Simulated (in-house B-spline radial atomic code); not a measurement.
## RPA and G0W0 on CAM-B3LYP: Sc³⁺

Configuration [Ne] 3s2 3p6, mean-field start CAM-B3LYP. Computed with an all-electron radial atomic-structure program (B-spline basis): all electrons, scalar-relativistic (spin-free one-electron X2C), finite nucleus, each spin shell either full or empty, empty states to l = 9 with an (l + 1/2)⁻⁴ tail; G0W0 by contour deformation at full frequency.

Command:
```bash
python run_gw.py task.json out
```
Settings (radii: box in bohr, nucleus in fm):
```
Z                        21
electrons                18
configuration            [Ne] 3s2 3p6
hamiltonian              x2c
method                   camb3lyp
lmax                     9
rms_radius               3.5459
spin_polarised           False
box_radius               14.14
intervals                69
```

Cost of the run: 1.4 s on 1 thread of Intel(R) Xeon(R) 6975P-C, on a shared host.

Energies (hartree):

| term | value |
| --- | --- |
| mean-field total | -762.59257 |
| Hartree-Fock functional on these orbitals | -761.76390 |
| direct second order | -1.2872 |
| second-order exchange | 0.43408 |
| SOSEX correction | 0.39837 |

What is the RPA correlation energy, and what remains with SOSEX?

RPA gives -1.1354 hartree (-1.72 eV per electron); RPA + SOSEX gives -0.73701, and the second-order doubles -0.85309 hartree (no singles). SOSEX takes back 35 % of the RPA value.

Quasi-particle levels (eV):

```csv
level,occupied,mean field,Σx - vxc,Σc,QP weight,G0W0
3p,yes,-68.65,-4.88,?,?,?
3d,no,-28.847,6.21,-2.46,0.968,-25.102
```

G0W0 = mean field + (Σx - vxc) + Σc, with Σc (partial-wave tail included) taken at the quasi-particle energy. Only the outer levels were computed. Levels of low weight are left out.

Where does G0W0 put 3p?

At -73.79 eV, with Σc = -0.27 eV and a quasi-particle weight of 0.951. The tabulated removal energy is 73.489 eV (NIST, measured); the calculation leaves out spin-orbit coupling, Breit and QED terms, and what these don't explain is the method's own error.
